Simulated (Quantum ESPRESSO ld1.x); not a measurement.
Input file for ld1.x (Quantum ESPRESSO 7.5):

```
 &input
    zed=35.0,
    iswitch=1,
    rel=2,
    dft='RXC-VWN',
    config='1s1',
    rel_dist='average',
    verbosity='high',
    lsmall=.true.,
    prefix='ld1',
    max_out_wfc=37,
    file_charge='ld1.rho',
 /
```

It prints:

```
     Program LD1 v.7.5 starts

     --------------------------- All-electron run ----------------------------

     dirac relativistic calculation

     atomic number is 35.00
     dft =RXC-VWN   lsd =0 sic =0 latt =0  beta=0.20 tr2=1.0E-14
     Exchange-correlation= RXC-VWN
                           (   3   2   0   0   0   0   0)
     mesh =2021 r(mesh) =  99.94819 a.u. xmin = -8.00 dx = 0.00800
     1 Ry =  13.60569312 eV, c = 137.03599908

     n l j   nl                  e(Ry)          e(Ha)          e(eV)
     Spin orbit split results
     1 0 0.5 1S 1( 1.00)   -1219.875308706    -609.937654353 -16597.2490986
     Averaged results
     1 0     1S 1( 1.00)   -1219.875308706    -609.937654353 -16597.2490986

     final scf error:  5.3E-17 reached in   8 iterations

     Etot =   -1237.929319 Ry,    -618.964660 Ha,  -16842.886427 eV

     Ekin =    1278.368991 Ry,     639.184496 Ha,   17393.096192 eV
     Encl =   -2524.004520 Ry,   -1262.002260 Ha,  -34340.830946 eV
     Eh   =      22.322706 Ry,      11.161353 Ha,     303.715892 eV
     Exc  =     -14.616496 Ry,      -7.308248 Ha,    -198.867565 eV

     normalization and overlap integrals

     s(1S/1S) =  1.000000  <r> =   0.0421  <r2> =    0.0024  r(max) =   0.0277
     LC norm =  0.98354375 + SC norm =  0.01645625 =  1.00000000

     LC charge =  0.98354375 + SC charge =  0.01645625 =  1.00000000

     ------------------------ End of All-electron run ------------------------
```

Run on one thread of a shared host, so times are rough (Intel(R) Xeon(R) Processor @ 2.60GHz): 0.4 s of CPU time, 1.1 s wall, 8 iterations on 2021 mesh points.
